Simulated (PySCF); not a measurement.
Electron correlation in Cu²⁺ (copper, charge +2)

[Ar] 3d8 4p1, one real determinant (an excited configuration). Calculation: PySCF 2.14, in ANO-RCC-VTZP; the spin-free X2C one-electron Hamiltonian (Gaussian nucleus). Frozen: [Ar]; 9 electrons correlated.

| level | correlation energy (mhartree) |
| --- | --- |
| CCSD | -257.69 |
| (T) | -4.51 |
| CCSD(T) | -262.20 |

Diagnostics: T1 = 0.0076, D1 = 0.0227, largest double amplitude 0.035.

Is a single reference adequate?

Yes: T1 lies below 0.03 and no double amplitude reaches 0.07.

The reference is one real determinant that mixes LS terms of this configuration.
